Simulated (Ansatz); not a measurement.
```yaml
crystal:
  periodic: [true, true, true]
  atoms:
    - {symbol: O, position_ang: [-0.595167, 0.374091, 1.451748]}
    - {symbol: Sn, position_ang: [0.241786, -0.174823, -0.207319]}
    - {symbol: Br, position_ang: [2.147687, -1.544332, 0.437884]}
    - {symbol: Br, position_ang: [-1.346234, -1.454643, -1.566364]}
    - {symbol: Br, position_ang: [0.955912, 1.795750, -1.477942]}
    - {symbol: H, position_ang: [-1.361784, 0.939857, 1.315795]}
basis:
  gaussian: {orbitals: def2-SVPD}
hamiltonian: {xc: {name: BLYP}}
```

```sh
$ ansatz run in.yaml --threads 4 --pin off --events-out ev --progress --plain --max-ram 11315MiB
```

Output, abridged:

```
Error: YAML parse error: error: line 2 column 3: crystal: missing field `lattice` (a structure is typed as `lattice` and `atoms`, a molecule's as `atoms` in Å alone, or read from a run's directory, `checkpoint`)
 --> <input>:2:3
1 | crystal:
2 |   periodic: [true, true, true]
3 |   atoms:
4 |     - {symbol: O, position_ang: [-0.595167, 0.374091, 1.451748]}
```

In this input the molecule is marked periodic without a cell. The input was rejected before any iteration.
